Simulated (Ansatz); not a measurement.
Cost and result for the atomization energy of `COB(S)Br` (9 atoms, 8 bonds).

Z-matrix (Å, degrees):
```
C
O 1 1.418
H 1 1.093 2 110.7
H 1 1.093 2 110.7 3 -121.3
H 1 1.089 2 107.4 3 119.3
B 2 1.338 1 122.1 3 60.7
Br 6 1.928 2 116.9 1 -179.9
S 6 1.812 2 121.7 1 0.0
H 8 1.340 6 95.8 2 180.0
```

The species carries charge 0 and has multiplicity 1. Correlated methods include outer-core shells of Br, which these sets cover unevenly. Scalar relativity is left out up to krypton. Geometry: relaxed with PBE0-D4/def2-TZVP. It is one conformer, not always the lowest. Program: Ansatz. All runs use 4 threads of a server CPU on a shared host. Times are those of one run each, without the atoms' runs, and a repeat can differ threefold. Electronic energies, without spin–orbit coupling; frozen cores. CCSD(T)/CBS adds CCSD(T) − MP2 in def2-TZVPP to the MP2 limit, and its time is that of the two runs behind it. T1 = 0.011. With those shells the extrapolation isn't a true limit. HSE06 is the plane-wave form, built on full-range PBE exchange.

CCSD(T)/CBS is a level of theory with its own doubt, some kJ/mol a heavy atom from the limit and from the frozen cores, so smaller differences don't rank the functionals.

```
                             level  functions  wall time
              revPBE-D4/def2-TZVPP        239      1.9 s
                BLYP-D4/def2-TZVPP        239      2.1 s
   PBE-D4/def2-TZVPP (with forces)        239      2.6 s
               HSE06-D4/def2-TZVPP        239        4 s
           CAM-B3LYP-D4/def2-TZVPP        239      4.2 s
r2SCAN-D4/def2-TZVPP (with forces)        239      4.5 s
             r2SCANh-D4/def2-TZVPP        239      5.5 s
               PBE-QIDH/def2-TZVPP        239        6 s
                  CCSD(T)/def2-SVP        112      7.5 s
  ωB97M-V/def2-TZVPP (with forces)        239       11 s
                    MP2/def2-QZVPP        450       25 s
                CCSD(T)/def2-TZVPP        239    2.2 min
                 CCSD(T)/CBS(def2)          –    2.6 min
```

Problem. What atomization energy does each give, and how far from CCSD(T)/CBS? (Best estimate.)

Solution. Ansatz gave: 
```json
{"level": "revPBE-D4/def2-TZVPP", "atomization (kJ/mol)": "3355.1", "difference from CCSD(T)/CBS": "-4.7", "per bond": "-0.6"}
{"level": "BLYP-D4/def2-TZVPP", "atomization (kJ/mol)": "3349.4", "difference from CCSD(T)/CBS": "-10.4", "per bond": "-1.3"}
{"level": "PBE-D4/def2-TZVPP (with forces)", "atomization (kJ/mol)": "3447.7", "difference from CCSD(T)/CBS": "87.9", "per bond": "11.0"}
{"level": "HSE06-D4/def2-TZVPP", "atomization (kJ/mol)": "3382.7", "difference from CCSD(T)/CBS": "22.9", "per bond": "2.9"}
{"level": "CAM-B3LYP-D4/def2-TZVPP", "atomization (kJ/mol)": "3362.0", "difference from CCSD(T)/CBS": "2.2", "per bond": "0.3"}
{"level": "r2SCAN-D4/def2-TZVPP (with forces)", "atomization (kJ/mol)": "3391.9", "difference from CCSD(T)/CBS": "32.1", "per bond": "4.0"}
{"level": "r2SCANh-D4/def2-TZVPP", "atomization (kJ/mol)": "3366.7", "difference from CCSD(T)/CBS": "6.9", "per bond": "0.9"}
{"level": "PBE-QIDH/def2-TZVPP", "atomization (kJ/mol)": "3353.3", "difference from CCSD(T)/CBS": "-6.5", "per bond": "-0.8"}
{"level": "CCSD(T)/def2-SVP", "atomization (kJ/mol)": "3189.3", "difference from CCSD(T)/CBS": "-170.5", "per bond": "-21.3"}
{"level": "ωB97M-V/def2-TZVPP (with forces)", "atomization (kJ/mol)": "3373.9", "difference from CCSD(T)/CBS": "14.1", "per bond": "1.8"}
{"level": "MP2/def2-QZVPP", "atomization (kJ/mol)": "3410.0", "difference from CCSD(T)/CBS": "50.2", "per bond": "6.3"}
{"level": "CCSD(T)/def2-TZVPP", "atomization (kJ/mol)": "3268.2", "difference from CCSD(T)/CBS": "-91.6", "per bond": "-11.4"}
{"level": "CCSD(T)/CBS(def2)", "atomization (kJ/mol)": "3359.8", "difference from CCSD(T)/CBS": "0.0", "per bond": "0.0"}
```

In def2-TZVPP, CCSD(T) changes the Hartree–Fock value by +820.2 kJ/mol (the triples alone add +59.9 kJ/mol) and MP2 by +908.9 kJ/mol; breaking electron pairs costs correlation energy, which Hartree–Fock lacks. At CCSD(T), def2-SVP lies −170.4 kJ/mol from the extrapolated value and def2-TZVPP −91.6 kJ/mol: correlation converges slowly with the basis, and small sets miss more of it in the bonded molecule than in its fragments. From PBE to PBE0 (25 % exact exchange), in def2-TZVPP and without D4, the atomization energy moves by −64.5 kJ/mol: exact exchange takes away binding that semilocal exchange gives to molecules.
